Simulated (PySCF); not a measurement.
# Relaxation of singlet [SnCl3]-

Computed with PBE in PySCF with Sn def2-SVPD with ECP28, Cl def2-SVPD; scalar-relativistic core potentials, no spin–orbit coupling; density-fitted integrals. A (50,194) grid was used.

A hand-made trigonal planar start, of D3h symmetry, held to at least that symmetry:

```xyz
4
charge -1 multiplicity 1, angstrom
Sn    0.0000    0.0000    0.0000
Cl    2.3900    0.0000    0.0000
Cl   -1.1950    2.0698    0.0000
Cl   -1.1950   -2.0698    0.0000
```

What does it relax to?

It ends at D3h with Sn–Cl 2.654 Å (×3); Cl–Sn–Cl 120.0° (×3). A frequency run shows 1 imaginary mode, down to 96i cm⁻¹, so it is a saddle point.

How much energy is released, and in how many steps?

95.4 kJ/mol in 5 steps.

The relaxation took of the order of 29 core-seconds on a shared host.
